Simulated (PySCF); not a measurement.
# Shifts of the heteroatoms

Geometry (Å), atoms numbered from 1 in this order:
```xyz
15

Cl    4.1684    0.3665    1.3452
C     3.4756    0.1868   -0.3066
Cl    4.0510   -1.3683   -1.0078
C     2.0484    0.2065   -0.2500
C     0.8438    0.1667   -0.1602
C    -0.5392    0.0925   -0.0361
C    -1.5067    0.8679   -0.5599
C    -2.7990    0.2850   -0.0645
Si   -1.7669   -1.0529    0.8706
H     3.8977    0.9872   -0.9179
H    -1.4087    1.7306   -1.2017
H    -3.4487   -0.0535   -0.8717
H    -3.3774    0.9860    0.5373
H    -1.8702   -2.4192    0.3680
H    -1.7724   -0.9738    2.3280
```

- GFN2-xTB geometry
- PBE0/pcSseg-1 with gauge-including orbitals
- code: PySCF
- fast rotation and ring inversion assumed for equivalent nuclei, one conformer, no solvent model, relativity neglected

Q: What are the ²⁹Si shifts?

A: 
| atoms | environment | σ (ppm) | δ (ppm) |
| --- | --- | --- | --- |
| Si9 | silicon bonded to 2 C, 2 H, in a 4-membered ring | 381.9 | -33.9 |

Shieldings were converted by a linear fit to measured shifts: ²⁹Si (scatter 8.9 ppm rms, 25.8 ppm with the 6 outliers that the fit left out vs TMS, solution or neat liquid). A few per cent of atoms miss by over 2 rms, more outside the fitted compound classes.

On a 300 MHz spectrometer ²⁹Si resonates near 59.6 MHz, so 1 ppm is 59.6 Hz.
